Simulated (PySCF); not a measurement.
# Stationary points of RuO₃⁺

All numbers come from B3LYP/[Ru def2-SVP with ECP28, O def2-SVP], scalar-relativistic core potentials, density fitting, no spin–orbit coupling, PySCF.

Relaxations began from a few typed shapes; open shells are unrestricted. The search is not exhaustive: other isomers or separated fragments can lie lower, and high-lying points may rest on an excited occupation.

Q: Which is the lowest minimum found?
A. doublet D3h: Ru–O 1.661 Å (×3); O–Ru–O 120.0° (×3)
B. doublet C3v: Ru–O 1.657 Å (×3); O–Ru–O 113.0° (×3)

A: B. The others lie at 18.4 (doublet D3h, a saddle point) kJ/mol above it.

Formally Ru is in oxidation state +7, d1, with 1 unpaired electron. The Mulliken spin on Ru is 0.63. The polar-tensor charge on Ru, 1.72, is far below the formal one.

For the lowest minimum: with open d or f shells other occupations or spin states may lie lower.
